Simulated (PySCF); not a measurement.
# Field gradients at the hydrogen positions

Compound: C₈H₈NPS.
Numbering: `[CH2:1]=[CH:2][P:3]([CH2:4][C:5]#[N:6])[c:7]1[cH:8][cH:9][s:10][cH:11]1` (hydrogens: H12, H13 on C1; H14 on C2; H15, H16 on C4; H17 on C8; H18 on C9; H19 on C11)

Geometry (GFN2-xTB, Å), atoms numbered from 1 in this order:
```xyz
19
C8H8NPS angstrom
C     -2.3467   -1.9334    0.3079
C     -1.2056   -1.5400    0.8520
P     -0.6477    0.1691    1.1171
C     -1.5352    1.0110   -0.3221
C     -0.9028    2.2684   -0.5839
N     -0.3747    3.2628   -0.7858
C      0.9900    0.0489    0.3227
C      1.9918    1.0351    0.5338
C      3.1263    0.7789   -0.1579
S      3.0127   -0.6728   -1.0750
C      1.4077   -0.9328   -0.5249
H     -3.0577   -1.2463   -0.1205
H     -2.6210   -2.9756    0.2656
H     -0.5391   -2.2661    1.3048
H     -1.4802    0.3767   -1.2122
H     -2.5779    1.1800   -0.0394
H      1.8483    1.8924    1.1668
H      4.0319    1.3508   -0.1951
H      0.8701   -1.7978   -0.8611
```

Level: PBE0/pcSseg-1 (PySCF, non-relativistic); Q(2H) = 0.00286 b; rigid geometry, the same for H and D, with no vibrational averaging.

Question: Rank these positions by the coupling χzz of a deuteron there, largest first.
A. H13 (vinylic hydrogen)
B. H14 (vinylic hydrogen)
C. H18 (aromatic hydrogen)
D. H15 (methylene hydrogen)

Answer: C (233 kHz), A (224 kHz), B (215 kHz), D (199 kHz).

Question: Tabulate Vzz, the asymmetry η and χzz = 234.96 MHz × Q × Vzz for every hydrogen position.

Answer: 
```tsv
atom	bonded to	bond length (Å)	Vzz (au)	η	χzz (kHz)
H12	C1	1.078	0.3346	0.06	225
H13	C1	1.078	0.3330	0.05	224
H14	C2	1.085	0.3196	0.06	215
H15	C4	1.094	0.2965	0.04	199
H16	C4	1.093	0.3002	0.04	202
H17	C8	1.075	0.3356	0.07	226
H18	C9	1.072	0.3462	0.09	233
H19	C11	1.073	0.3430	0.09	231
```

Question: How does χzz go with the bond length over the 8 C–H bonds?

Answer: A straight-line fit has a slope of -14.2 kHz for each 0.01 Å, with a correlation coefficient of -1.00, over lengths from 1.072 to 1.094 Å. The longer bonds have the smaller couplings here.

The structure is a single GFN2-xTB conformer in the gas phase; no vibrational or solvent corrections. GFN2-xTB bond lengths can be off by several hundredths of an ångström, more for odd bonds, and the gradients follow them. With so small a basis the couplings can be 20 % off.
